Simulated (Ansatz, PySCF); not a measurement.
Gas-phase reaction in SMILES: FB(F)F -> F[B]F + F atom (the B-F bond at the site shown breaks; other sites are not compared here)
Geometries: B3LYP-D3(BJ)/def2-TZVP minima from Ansatz (an electronic-structure program).

Property: bond dissociation energy (0 K, with B3LYP-D3(BJ) harmonic zero-point energies from PySCF), in eV. Cores are frozen in the correlated levels unless marked. Open shells are spin-unrestricted. No spin-orbit coupling. Non-relativistic. CBS(X,Y): correlation extrapolated as X^-3; Hartree-Fock from the larger set.

```
level                                program  bond dissociation energy (eV)
----------------------------  --------------  -----------------------------
BP86/def2-TZVPD                        PySCF                            [?]
PBE0-D4/def2-TZVPD            Ansatz + dftd4                           7.13
B2GP-PLYP/def2-TZVPD                  Ansatz                            [?]
CCSD(T)/CBS(cc-pVTZ,cc-pVQZ)          Ansatz                           7.41
```

Problem. What belongs in the gaps?

Solution. 
- BP86/def2-TZVPD, bond dissociation energy (eV): 7.22
- B2GP-PLYP/def2-TZVPD, bond dissociation energy (eV): 7.25
